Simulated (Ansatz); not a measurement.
B16N16H36⁺, a nanocrystal cut from zinc blende BN (hydrogen-capped). The state is a doublet with charge 1. Geometry PBE-D4/def2-SVP, that of the neutral singlet; atoms count from 1.

Cartesian coordinates in Å:
```
B 0.143 -0.462 -2.720
B 0.648 -2.362 -0.866
B 1.932 1.049 -1.672
B 2.450 -0.842 0.188
B -1.260 -3.336 0.600
B -1.796 -1.489 -1.142
B 0.035 0.055 -0.140
B -2.412 0.894 -0.360
B -1.875 -0.920 1.331
B -0.471 1.905 -1.944
B -0.590 2.430 0.704
B 0.574 -1.795 1.607
B 2.366 -0.280 2.719
B -0.049 0.618 2.398
B 1.828 1.566 0.977
B -2.497 1.457 2.171
N -1.347 -1.011 -2.645
N -0.874 -2.708 -0.829
N 0.908 -1.817 -2.390
N 2.877 -0.154 -1.238
N 0.408 0.634 -1.612
N 0.935 -1.208 0.141
N 2.302 2.068 -0.510
N 2.674 0.283 1.246
N -2.022 1.593 -1.791
N -0.952 -2.160 1.597
N -1.490 -0.342 -0.132
N 0.318 1.182 0.925
N -2.086 1.983 0.709
N -1.563 0.209 2.374
N -0.342 3.010 -0.809
N 0.840 -0.650 2.645
H 0.416 -0.058 -3.848
H 1.365 -3.343 -0.713
H 2.250 1.492 -2.774
H 3.187 -1.806 0.351
H -0.539 -4.311 0.817
H -2.457 -3.625 0.601
H -2.981 -1.789 -1.205
H -3.604 0.619 -0.414
H -3.059 -1.236 1.361
H -0.215 2.369 -3.053
H -0.363 3.350 1.478
H 1.262 -2.780 1.848
H 3.061 -1.277 2.922
H 2.573 0.613 3.542
H 0.163 1.479 3.243
H 2.080 2.477 1.756
H -3.686 1.134 2.162
H -2.255 2.339 2.997
H -1.417 -1.849 -3.241
H -2.044 -0.403 -3.082
H -1.080 -3.487 -1.468
H 0.555 -2.552 -3.019
H 1.902 -1.811 -2.633
H 3.038 -0.851 -1.970
H 3.830 0.212 -1.102
H 3.328 2.155 -0.466
H 2.031 3.037 -0.694
H 3.673 0.519 1.311
H -2.435 1.099 -2.586
H -2.539 2.484 -1.822
H -1.191 -2.538 2.523
H -2.704 2.797 0.592
H -1.808 -0.148 3.307
H 0.505 3.581 -0.869
H -1.070 3.723 -0.963
H 0.617 -1.014 3.580
```

Single mean-field runs in def2-SVP are fitted with def2-universal-jkfit.

(1) Estimate the Mulliken populations of the heavy atoms from the PBE0/def2-SVP orbitals of Ansatz.

(2) Where does the spin sit?

(3) And the Mayer bond orders between bonded heavy atoms (over 0.3, the first 40 of 46)?

Results:

(1) 
```csv
atom,charge (e),spin (α − β)
B1,0.05,0.00
B2,0.03,0.01
B3,0.05,0.00
B4,0.03,0.01
B5,-0.03,0.05
B6,0.03,0.01
B7,-0.18,0.00
B8,0.03,0.01
B9,0.04,0.01
B10,0.05,0.00
B11,0.03,0.01
B12,0.04,0.01
B13,-0.03,0.05
B14,0.04,0.01
B15,0.03,0.01
B16,-0.03,0.05
N17,-0.10,0.00
N18,-0.15,0.01
N19,-0.10,0.00
N20,-0.10,0.00
N21,-0.29,0.00
N22,-0.27,0.00
N23,-0.10,0.00
N24,-0.15,0.01
N25,-0.10,0.00
N26,-0.12,0.04
N27,-0.27,0.00
N28,-0.27,0.00
N29,-0.15,0.01
N30,-0.12,0.04
N31,-0.10,0.00
N32,-0.12,0.04
```
Mulliken values and Mayer orders depend strongly on the basis.

(2) Summed by element: B 0.21, N 0.15, H 0.64, of 1 unpaired in all. Largest on single atoms: H50 0.11, H49 0.11, H45 0.11.

(3) B1–N17 0.89 (1.59 Å); B1–N19 0.89 (1.59 Å); B1–N21 0.86 (1.58 Å); B2–N18 0.95 (1.56 Å); B2–N19 0.82 (1.64 Å); B2–N22 0.88 (1.56 Å); B3–N20 0.89 (1.59 Å); B3–N21 0.86 (1.58 Å); B3–N23 0.89 (1.59 Å); B4–N20 0.82 (1.64 Å); B4–N22 0.88 (1.56 Å); B4–N24 0.95 (1.56 Å); B5–N18 0.84 (1.61 Å); B5–N26 0.89 (1.57 Å); B6–N17 0.82 (1.64 Å); B6–N18 0.95 (1.56 Å); B6–N27 0.88 (1.56 Å); B7–N21 0.95 (1.63 Å); B7–N22 1.04 (1.58 Å); B7–N27 1.04 (1.58 Å); B7–N28 1.04 (1.58 Å); B8–N25 0.82 (1.64 Å); B8–N27 0.88 (1.56 Å); B8–N29 0.95 (1.56 Å); B9–N26 0.91 (1.57 Å); B9–N27 0.80 (1.62 Å); B9–N30 0.91 (1.57 Å); B10–N21 0.86 (1.58 Å); B10–N25 0.89 (1.59 Å); B10–N31 0.89 (1.59 Å); B11–N28 0.88 (1.56 Å); B11–N29 0.95 (1.56 Å); B11–N31 0.82 (1.64 Å); B12–N22 0.80 (1.62 Å); B12–N26 0.91 (1.57 Å); B12–N32 0.91 (1.57 Å); B13–N24 0.84 (1.61 Å); B13–N32 0.89 (1.57 Å); B14–N28 0.80 (1.62 Å); B14–N30 0.91 (1.57 Å).
